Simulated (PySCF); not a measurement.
C2H6Te. Atoms are numbered in the order given.

```xyz
9

C      1.5869     0.0000    -1.0854
Te     0.0000     0.0000     0.4026
C     -1.5869     0.0000    -1.0854
H      1.5122     0.9031    -1.7049
H      2.5436     0.0000    -0.5457
H      1.5122    -0.9031    -1.7049
H     -1.5122     0.9031    -1.7049
H     -2.5436     0.0000    -0.5457
H     -1.5122    -0.9031    -1.7049
```

The structure is a stationary point at B3LYP-D3(BJ)/def2-SVP. The def2 effective core potentials stand for the cores of Te; spin–orbit coupling is left out.

Method: PBE0/def2-TZVPD run with PySCF.

| Item | Result |
|---|---|
| total energy | -347.77808 hartree |
| point group | C2v |
| highest occupied level | -5.71 eV |
| lowest empty level | -0.69 eV |
| orbital gap | 5.01 eV |
| dipole moment | 1.28 D |
| quadrupole, principal values (traceless, Buckingham form, about the centre of nuclear charge) | -4.69, 0.44, 4.25 D·Å |
| mean static polarisability | 71.6 bohr³ (10.61 Å³) |
| polarisability, principal values | 62.2, 72.1, 80.5 bohr³ |
